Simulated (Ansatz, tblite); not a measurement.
Removing and adding an electron: Ge₂₄H₃₂, a nanocrystal cut from cubic germanium. Total charge 0; singlet. Geometry: r2SCAN-D4/def2-SVP. Ansatz, gas phase; energy differences of separate SCF runs; the oxidised species was run as a doublet alone; the reduced species was run as a doublet alone.

```xyz
56

Ge   -2.526    3.354   -2.218
Ge   -4.004   -2.909   -0.243
Ge    0.265   -4.079   -1.246
Ge    1.272    2.509   -3.058
Ge    2.630   -1.170   -2.546
Ge   -1.169   -0.358   -1.731
Ge   -2.067    1.859    1.443
Ge   -0.672   -1.844    1.925
Ge    1.736    1.042    0.626
Ge    0.340    4.735    0.107
Ge    3.134   -2.698    1.080
Ge    1.927   -0.053    4.566
Ge   -3.491   -1.089   -1.766
Ge   -1.012    1.662   -3.091
Ge   -1.933    3.870    0.084
Ge    0.357   -2.053   -2.589
Ge   -2.978   -2.633    1.941
Ge    0.850   -3.535    1.051
Ge    2.790    0.823   -3.928
Ge    1.864    3.048   -0.758
Ge    3.249   -0.660   -0.243
Ge   -0.542    0.175    0.565
Ge   -0.149   -1.271    4.235
Ge    2.273    1.690    2.911
H    -2.407    4.636   -3.070
H    -3.985    2.868   -2.301
H    -5.535   -2.980   -0.058
H    -3.551   -4.244   -0.863
H     1.268   -5.112   -1.806
H    -1.142   -4.708   -1.305
H     1.349    3.794   -3.917
H     3.590   -2.261   -3.082
H    -3.506    1.303    1.437
H    -1.696    2.175    2.907
H     0.411    5.994   -0.783
H     0.743    5.146    1.536
H     4.082   -3.756    0.474
H     3.588   -2.433    2.530
H     3.113   -1.034    4.537
H     1.894    0.596    5.965
H    -3.876   -1.482   -3.208
H    -4.361    0.124   -1.375
H    -1.403    1.307   -4.547
H    -2.899    4.946    0.635
H    -0.032   -2.371   -4.054
H    -3.055   -3.965    2.717
H    -3.808   -1.597    2.730
H     0.743   -4.801    1.935
H     2.424    0.478   -5.386
H     4.239    1.353   -3.913
H     3.317    3.582   -0.718
H     4.690   -0.095   -0.222
H    -1.306   -0.393    4.759
H    -0.131   -2.558    5.087
H     1.367    2.885    3.275
H     3.732    2.189    2.966
```

The xTB rows come from tblite. Single mean-field runs in def2-SVP are fitted with def2-universal-jkfit. HOMO above LUMO, or a gap near zero within one spin, warns that the state may not be the lowest or that an electron is smeared out.

| level | −HOMO (eV) | vertical IE (eV) | −LUMO (eV) | vertical EA (eV) | HOMO–LUMO gap (eV) | IE − EA (eV) | remarks |
| --- | --- | --- | --- | --- | --- | --- | --- |
| GFN1-xTB | 11.83 | 12.96 | 8.86 | 7.58 | 2.97 | 5.37 | – |
| GFN2-xTB | 9.93 | 11.24 | 6.14 | 4.84 | 3.79 | 6.41 | – |
| PBE-D4/def2-SVP | 5.86 | 7.30 | 1.86 | 0.63 | 4.00 | 6.67 | HOMO above zero (-1 doublet), gap within one spin near zero (+1 doublet), gap within one spin near zero (-1 doublet) |
| PBE0-D4/def2-SVP | 6.77 | 7.76 | 1.22 | 0.40 | 5.55 | 7.35 | HOMO above zero (-1 doublet) |
| BHLYP-D4/def2-SVP | 7.54 | 8.06 | 0.34 | -0.03 | 7.20 | 8.08 | HOMO above zero (-1 doublet) |

   A HOMO above zero means that the electron is unbound at that level or that self-interaction error raises the level; the energy of removing that electron tells which. Raw xTB energy differences between charge states are shifted by several eV; the methods need an empirical correction for them. Sets without diffuse functions give affinities that are too small. A negative affinity means that the extra electron isn't bound; its size then hangs on the basis.
